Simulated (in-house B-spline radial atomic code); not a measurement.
Re. Computed with a B-spline radial atomic code. Model: non-relativistic spherical atom: semilocal Troullier-Martins pseudo-atom, one channel per l, against all electrons, high spin, G0W0 and RPA with empty states to l = 8, local potential for every l without a channel, a model core (radius 0 = none) keeps its share of the functional.

The core holds an angular momentum without a channel of its own, so the local potential lets valence electrons into it.

Without relativity these are model numbers for so heavy an element.

What the tables leave out is listed at the end.

The pseudopotential gives back the lowest level of each angular momentum of its own functional in the configuration it was made in; a second state of the same l is only approximately right. Exact exchange, RPA and GW see the smooth pseudo-orbitals and miss the exchange with the core, for which the functional's share stands in. The column with an uncorrelated core keeps all orbitals and exact exchange, and so separates missing core correlation from pseudisation. Only the three outermost levels and the lowest empty one were computed. RPA here is direct RPA, with no exchange kernel, and its energies carry an (l + 1/2)⁻⁴ tail. A hybrid on a potential with a model core restores only its own semilocal share of the core's exchange.

Command:
```bash
python run_psgw.py task.json out
```
Settings (lengths in bohr, energies in hartree):
```
Z                      75
electrons              75
configuration          [Xe] 4f14 5d5 6s2
generated_in           [Xe] 4f14 5d5 6s2
functional             pbe,pbe
core_shells            11
radius_factor          1.3
core_correction        True
ion_configuration      [Xe] 4f14 5d5 6s1
```

Cost of the run: 56 s on 1 thread of Intel(R) Xeon(R) Platinum 8375C CPU @ 2.90GHz (Ice Lake), on a shared host.

Given: made with PBE; model core radius 0.928 bohr; local radius 1.739 bohr; mean-field start PBE0.

Valence shells of the generating configuration: 5p, 5d, 6s.

Channel: s 3.4, p 1.446, d 1.804 (radii in bohr).

Computed: largest level miss in the spin-unpolarised generating configuration 0 eV; all-electron RPA polarisability, core included 61.673 bohr³; pseudo-atom RPA polarisability 57.42 bohr³; ionisation by mean-field all-electron 6.4687 eV; ionisation by mean-field pseudo minus all 0.071 eV; ionisation by RPA all-electron 6.9973 eV; ionisation by RPA pseudo minus all 0.241 eV.

```tsv
level	occupied	mean-field all-electron (eV)	mean-field pseudo minus all (eV)	G0W0 all-electron (eV)	G0W0 uncorrelated core minus all (eV)	G0W0 pseudo minus all (eV)	exchange self-energy all-electron (eV)	exchange self-energy pseudo (eV)
6s down	1	-4.6638	-0.04	-6.9006	0.047	-0.291	-8.0274	-7.9369
```

Question: What is the valence RPA correlation energy all-electron orbitals?

Answer: -0.59287 hartree.

Question: What is the valence RPA correlation energy pseudo?

Answer: -0.75245 hartree.

Among the listed levels the largest G0W0 shift of the pseudo-atom is -0.29 eV, for 6s down on the PBE0 start, while leaving the core uncorrelated moves that level by +0.05 eV. So pseudisation and the lost core exchange, not the missing core correlation, make the error. Not in the tables (levels of low weight, unsolved or above zero; the highest and the empty levels are kept at any weight): the PBE start was refused, since an empty level lay at or below an occupied one; on PBE0 the G0W0 levels 6s up (pseudo minus all -0.91 eV, weights 0.75 and 0.84), 5d up (pseudo minus all +0.45 eV, weights 0.52 and 0.61), 5d down (pseudo minus all -0.24 eV, weights 0.40 and 0.55); no Hartree-Fock pseudo-atom is run with a model core.
